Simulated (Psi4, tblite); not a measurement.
Approach curve of the dimer C3H8 ··· F4Si (SMILES CCC and F[Si](F)(F)F). Monomers: optimised at B3LYP-D3(BJ) (def2-TZVP), held rigid. Orientation: lowest of the rigid-body minima from ten starts at GFN2-xTB. Only R, the distance of the centres of mass, is varied, so the lowest point isn't the relaxed dimer. The table gives interaction energies.

| R / Å | A | B | C |
|---|---|---|---|
| 3.46 | 10.80 | 2.02 | 4.73 |
| 3.70 | 5.40 | -1.35 | 0.44 |
| 3.84 | 3.58 | -2.09 | -0.75 |
| 4.06 | 1.84 | -2.41 | -1.60 |
| 4.27 | 0.92 | -2.28 | -1.78 |
| 4.45 | 0.45 | -2.04 | -1.71 |
| 4.77 | 0.04 | -1.58 | -1.40 |
| 5.08 | -0.10 | -1.19 | -1.07 |
| 5.53 | -0.11 | -0.77 | -0.66 |
| 6.23 | -0.05 | -0.39 | -0.29 |
| 7.28 | -0.01 | -0.16 | -0.10 |
| 8.52 | 0.00 | -0.07 | -0.03 |

Energies in kcal/mol.

Match the curves with the methods GFN2-xTB run with tblite 0.5.0; revPBE-D3(BJ)/def2-TZVP, counterpoise-corrected (Psi4 1.11); revPBE/def2-TZVP, counterpoise-corrected (Psi4 1.11).

A is revPBE/def2-TZVP; B is GFN2-xTB; C is revPBE-D3(BJ)/def2-TZVP.
